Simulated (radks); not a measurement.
Cl13+, 4 electrons, occupied as [He] 2s2. Calculated with a radial shooting solver on a logarithmic mesh with Libxc functionals: non-relativistic Kohn-Sham, PBEsol, spin-polarised, spherical densities, point nucleus.

Unscreened Slater integrals over Kohn-Sham orbitals (cm^-1). They are taken over the spin-up orbitals. Empty in this configuration: 2p.

F0(2s,2s): 510960
F0(2s,1s): 714140
G0(2s,1s): 69768
F0(2s,2p): 543860
G1(2s,2p): 308770
F0(1s,1s): 2271000
F0(1s,2p): 805990
G1(1s,2p): 147100
F0(2p,2p): 596060
F2(2p,2p): 285970
